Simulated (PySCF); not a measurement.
# Trend along the fifth-period p block: MSb molecules

CCSD(T) with double-zeta basis sets in PySCF, for the lowest determinant that a PBE0 search found; no spin–orbit coupling. De refers to high-spin ground-configuration atoms.

| M | basis | reference, frozen orbitals | state (unpaired electrons) | Re (Å) | ωe (cm⁻¹) | De (eV) |
| --- | --- | --- | --- | --- | --- | --- |
| In | def2-SVP | UHF, 8 | triplet (π ↑↑) | 2.985 | 142 | 1.25 |
| Sn | def2-SVP | UHF, 8 | doublet (π ↑) | 2.689 | 212 | 1.77 |
| Te | cc-pVDZ-PP | UHF, 8 | doublet (π ↑) | 2.598 | 239 | 1.98 |
| I | def2-SVP | UHF, 8 | triplet (π ↑↑) | 2.748 | 198 | 1.75 |

The shortest bond is that of SbTe (2.598 Å), the longest that of InSb (2.985 Å).

The rows differ in basis set, which adds steps of its own.

The state changes along the series, so neighbouring rows are not always alike in their bonding.

Correlated steps freeze 8 core orbitals. Correlated levels converge slowly with the basis: in double zeta they bind strong bonds too weakly, by up to about 1 eV, and carry superposition errors of some tenths. Spin–orbit coupling is left out, which matters for elements this heavy, above all for dissociation energies. States were picked by a PBE0 search and need not be the measured ground states.
